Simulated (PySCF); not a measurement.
Geometry:
```tsv
atom	x (Å)	y (Å)	z (Å)
C1	2.415	0.180	0.211
C2	1.147	0.543	0.176
C3	0.003	-0.404	0.022
F4	0.446	-1.706	-0.067
C5	-1.016	-0.033	-1.047
C6	-1.969	0.129	-0.139
F7	-3.238	0.524	-0.196
C8	-1.158	-0.248	1.061
H9	3.205	0.902	0.318
H10	2.705	-0.854	0.134
H11	0.844	1.578	0.246
H12	-0.936	0.057	-2.110
H13	-1.435	-1.189	1.532
H14	-1.015	0.521	1.818
```

PySCF 2.14 calculation with structure optimised with GFN2-xTB and NMR shieldings at PBE0/pcSseg-1/GIAO; no solvent, a single conformation, relativity neglected.

Scale: 13C (σ = 186.93 ppm), 1H (σ = 31.72 ppm) vs TMS; CFCl3 for 19F (σ = 170.95 ppm) (reference shieldings calculated alike).

| atoms | nucleus | count | δ (ppm) |
| --- | --- | --- | --- |
| H14 | 1H | 1 | ? |
| C5 | 13C | 1 | ? |
| H11 | 1H | 1 | 5.99 |
| H13 | 1H | 1 | 3.34 |
| H12 | 1H | 1 | 5.14 |
| C1 | 13C | 1 | 122.2 |
| C6 | 13C | 1 | 170.2 |
| H10 | 1H | 1 | 5.98 |
| F4 | 19F | 1 | -201.8 |
| C2 | 13C | 1 | ? |
| H9 | 1H | 1 | ? |
| C3 | 13C | 1 | 90.0 |
| F7 | 19F | 1 | -82.9 |
| C8 | 13C | 1 | 51.0 |

Question: Fill in the missing shifts.

Answer: 
- C2: 145.7 ppm, alkene CH; the olefinic region
- C5: 118.6 ppm, alkene CH; as expected for a trigonal carbon in a double bond
- H9: 5.65 ppm, hydrogen on a terminal =CH2 carbon; a vinylic proton, deshielded by the sp2 carbon and the C=C anisotropy
- H14: 2.92 ppm, hydrogen on an allylic sp3 CH2; allylic position

Shifts are as computed. Against solution values, carbons near 30 ppm lie about +3 ppm off and those near 130 ppm about +5 ppm. Of 1309 compounds with measured shifts, 239 miss one by over three times the rms of a fit or turn the order of signals round; such compounds aren't used in these exercises. Unscaled 19F shifts against computed CFCl3 carry errors that often reach 10 to 50 ppm.
